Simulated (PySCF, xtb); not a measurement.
C₄H₁₁B, SMILES B(C)(C)CC. One conformer was computed; it need not be the lowest.

Harmonic wavenumbers (cm⁻¹) from GFN2-xTB run with xtb at its own minimum, in rising order: 32, 75, 93, 200, 222, 287, 321, 407, 637, 670, 715, 861, 865, 872, 981, 1013, 1069, 1147, 1189, 1237, 1320, 1383, 1389, 1416, 1463, 1489, 1490, 1492, 1498, 1514, 1516, 2929, 2954, 3000, 3005, 3013, 3018, 3020, 3031, 3034, 3037, 3038.

### Question
What does PBE-D3(BJ)/def2-SVP in PySCF give at its own minimum? (An estimate is asked for; the answer gives what the named calculation found.)

### Answer
38, 65, 116, 206, 219, 301, 336, 415, 549, 619, 662, 805, 816, 847, 942, 976, 1025, 1101, 1139, 1205, 1244, 1271, 1286, 1340, 1358, 1373, 1376, 1390, 1394, 1425, 1430, 2925, 2946, 2949, 2961, 2963, 3020, 3022, 3044, 3047, 3062, 3066. Paired by order, the mean absolute difference is 47 cm⁻¹ and the zero-point energies are 88.5 and 86.2 kcal/mol.
